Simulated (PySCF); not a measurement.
**Electron correlation in P (phosphorus, neutral)**

[Ne] 3s1 3p4, high-spin 4P determinant (an excited configuration). All numbers are calculated (PySCF 2.14, scalar relativity by spin-free X2C-1e, in aug-cc-pVDZ-DK). Frozen: [Ne]; 5 electrons correlated.

| level | correlation energy (mhartree) |
| --- | --- |
| CCSD | -99.97 |
| (T) | -5.04 |
| CCSD(T) | -105.01 |
| CCSDT | -106.28 |

Diagnostics: T1 = 0.035, D1 = 0.1047, largest double amplitude 0.240.

Is a single reference adequate?

Not fully. T1 exceeds 0.03, a sign that the reference determinant is poor. A double-excitation amplitude exceeds 0.15, a sign of near-degeneracy.
